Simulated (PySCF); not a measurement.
Species: C4H9FO3.
SMILES with atom numbers: `[CH3:1][O:2][CH2:3][O:4][C@H:5]([F:6])[O:7][CH3:8]` (hydrogens: H9, H10, H11 on C1; H12, H13 on C3; H14 on C5; H15, H16, H17 on C8)

Torsions of this conformer, `[CH3:1][O:2][CH2:3][O:4][C@H:5]([F:6])[O:7][CH3:8]`: C1–O2–C3–O4 68°, O2–C3–O4–C5 67°, C3–O4–C5–F6 -162°, O4–C5–O7–C8 -174°.

The closed-shell ground state was solved at several levels (PySCF, density fitting, gas phase, non-relativistic). The structure is a single GFN2-xTB conformer in the gas phase; no vibrational or solvent corrections.

| level | basis functions | total energy (Eh) | HOMO (eV) | LUMO (eV) | gap (eV) | dipole (D) |
| --- | --- | --- | --- | --- | --- | --- |
| B3LYP/def2-SVPD | 244 | -483.0070 | -8.06 | 0.38 | 8.44 | 1.91 |
| PBE0/pcSseg-1 | 181 | -482.7630 | -8.17 | 1.57 | 9.74 | 1.90 |

(1) What might PBE0/def2-SVPD (244 basis functions) give for the same quantities?

(2) Over all these levels, which gives the widest orbital gap and which the narrowest?

(3) How far do the dipole and the HOMO energy spread over the levels?

## Answers

(1) Total energy -482.4839 Eh, HOMO -8.30 eV, LUMO 0.67 eV, gap 8.97 eV, dipole 1.90 D.

(2) PBE0/pcSseg-1 (global hybrid, 25 % exact exchange) has the widest, 9.74 eV, and B3LYP/def2-SVPD (global hybrid, 20 % exact exchange) the narrowest, 8.44 eV. Functional and basis both differ between the two, so the spread mixes both effects.

(3) The dipole runs from 1.90 to 1.91 D (mean 1.91 D) and the HOMO from -8.30 to -8.06 eV.
